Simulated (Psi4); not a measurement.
C$_{3}$H$_{5}$, charge -1, singlet, at a GFN2-xTB geometry (a gas-phase anion, which may not be bound at this level), atoms displaced at random by about 0.002 Å a coordinate; B3LYP/aug-cc-pVDZ (Psi4).

Input for Psi4:
```
memory 2 GB

molecule {
-1 1
  C    -0.00710656    0.95714903    0.09269908
  C     0.75376984   -0.34435814    0.02710765
  C    -0.74832184   -0.36026458    0.02075563
  H    -0.01385385    1.43280897   -0.94470730
  H     1.25553535   -0.74370656   -0.87701438
  H     1.26242760   -0.71003380    0.92764452
  H    -1.25013655   -0.73847073    0.92001091
  H    -1.23381780   -0.76641894   -0.88455773
}

set basis aug-cc-pvdz

energy('b3lyp')
print_variables()
```

The log (banner, timings and long lists left out):

```
   => Loading Basis Set <=

    Name: AUG-CC-PVDZ
    Role: ORBITAL
    Keyword: BASIS

         ---------------------------------------------------------
                                   SCF
               by Justin Turney, Rob Parrish, Andy Simmonett
                          and Daniel G. A. Smith
                              RKS Reference
         ---------------------------------------------------------

  ==> Geometry <==

    Molecular point group: c1
    Full point group: C1

    Geometry (in Angstrom), charge = -1, multiplicity = 1:

       Center              X                  Y                   Z               Mass
    ------------   -----------------  -----------------  -----------------  -----------------
         C           -0.007116544169     0.920779954023     0.072683897501    12.000000000000
         C            0.753759855831    -0.380727215977     0.007092467501    12.000000000000
         C           -0.748331824169    -0.396633655977     0.000740447501    12.000000000000
         H           -0.013863834169     1.396439894023    -0.964722482499     1.007825032230
         H            1.255525365831    -0.780075635977    -0.897029562499     1.007825032230
         H            1.262417615831    -0.746402875977     0.907629337501     1.007825032230
         H           -1.250146534169    -0.774839805977     0.899995727501     1.007825032230
         H           -1.233827784169    -0.802788015977    -0.904572912499     1.007825032230

  Running in c1 symmetry.

  Rotational constants: A =      0.74997  B =      0.69925  C =      0.44292 [cm^-1]
  Rotational constants: A =  22483.40637  B =  20963.13624  C =  13278.47695 [MHz]
  Nuclear repulsion =   68.482853900540022

  Charge       = -1
  Multiplicity = 1
  Electrons    = 24
  Nalpha       = 12
  Nbeta        = 12

  ==> Algorithm <==

  SCF Algorithm Type is DF.
  DIIS enabled.
  MOM disabled.
  Fractional occupation disabled.
  Guess Type is SAD.
  Energy threshold   = 1.00e-06
  Density threshold  = 1.00e-06
  Integral threshold = 1.00e-12

  ==> Primary Basis <==

  Basis Set: AUG-CC-PVDZ
    Blend: AUG-CC-PVDZ
    Number of shells: 52
    Number of basis functions: 114
    Number of Cartesian functions: 120
    Spherical Harmonics?: true
    Max angular momentum: 2

  ==> DFT Potential <==

   => LibXC <=

    Version 7.1.2
    S. Lehtola, C. Steigemann, M. J. T. Oliveira, and M. A. L. Marques,  SoftwareX 7, 1–5 (2018) (10.1016/j.softx.2017.11.002)

[...]
   @DF-RKS iter   5:  -117.23670369196810   -2.99590e-02   3.38679e-04 DIIS/ADIIS
   @DF-RKS iter   6:  -117.23751963442757   -8.15942e-04   6.09527e-05 DIIS
   @DF-RKS iter   7:  -117.23754872075385   -2.90863e-05   1.38997e-05 DIIS
   @DF-RKS iter   8:  -117.23755025349594   -1.53274e-06   4.46078e-06 DIIS
   @DF-RKS iter   9:  -117.23755041745741   -1.63961e-07   1.25541e-06 DIIS
   @DF-RKS iter  10:  -117.23755042831347   -1.08561e-08   5.40584e-07 DIIS
  Energy and wave function converged.

  ==> Post-Iterations <==

   Electrons on quadrature grid:
      Ntotal   =   23.9999623047 ; deviation = -3.770e-05

    Orbital Energies [Eh]
    ---------------------

    Doubly Occupied:

[...]
    Virtual:

[...]
    Final Occupation by Irrep:
              A
    DOCC [    12 ]
    NA   [    12 ]
    NB   [    12 ]

  @DF-RKS Final Energy:  -117.23755042831347

   => Energetics <=

    Nuclear Repulsion Energy =             68.4828539005400216
    One-Electron Energy =                -296.9365851328742565
    Two-Electron Energy =                 126.0165489355223087
    DFT Exchange-Correlation Energy =     -14.8003681315015481
    Empirical Dispersion Energy =           0.0000000000000000
    VV10 Nonlocal Energy =                  0.0000000000000000
    Total Energy =                       -117.2375504283134688

Computation Completed

Properties will be evaluated at   0.000000,   0.000000,   0.000000 [a0]

Properties computed using the SCF density matrix

 Multipole Moments:

 ------------------------------------------------------------------------------------
     Multipole            Electronic (a.u.)      Nuclear  (a.u.)        Total (a.u.)
 ------------------------------------------------------------------------------------

 L = 1.  Multiply by 2.5417464519 to convert [e a0] to [Debye]
 Dipole X            :         -0.0064771            0.0188477            0.0123706
 Dipole Y            :          0.3235139           -1.6008852           -1.2773712
 Dipole Z            :          0.3844932           -0.8987519           -0.5142587
 Magnitude           :                                                    1.3770593

 ------------------------------------------------------------------------------------

  Variable Map:
  ----------------------------------------------------------------------------
[...]
  Array Variable Map:
  ----------------------------------------------------------------------------
[...]
[...]
```
